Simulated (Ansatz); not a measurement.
`[F][Hf]([F])([Cl])[Cl]` + H–F → `[F][Hf]([F])([F])[Cl]` + HCl  (ligand exchange at the Hf–Cl bond)

Program: Ansatz. Geometries: PBE0-D4/def2-TZVP. ΔE: electronic, gas phase. CCSD(T)/CBS adds triple-zeta CCSD(T) − MP2 to the extrapolated MP2 energy (def2 sets, frozen cores). This one scheme is used for every species. Functionals use def2-TZVPP. def2 core potentials past Kr. For Hf outer-core shells are correlated without core-valence functions, which leaves a few kJ/mol of doubt a bond.

CCSD(T)/CBS gives -13.8 kJ/mol.

Question: Another level gave -17.4 kJ/mol. Which?
A. MP2/def2-TZVPP
B. BLYP-D4/def2-TZVPP
C. CCSD(T)/def2-TZVPP
D. BLYP/def2-TZVPP

Answer: C. CCSD(T)/def2-TZVPP -17.4, BLYP -32.4, BLYP-D4 -28.1, MP2/def2-TZVPP -12.1 kJ/mol.

Largest T1 diagnostic among the species: 0.016.

From PBE to PBE0 (25 % exact exchange), in def2-TZVPP and without D4, ΔE moves by +6.3 kJ/mol. At CCSD(T), def2-SVP lies −18.9 kJ/mol from the extrapolated value and def2-TZVPP −3.6 kJ/mol.
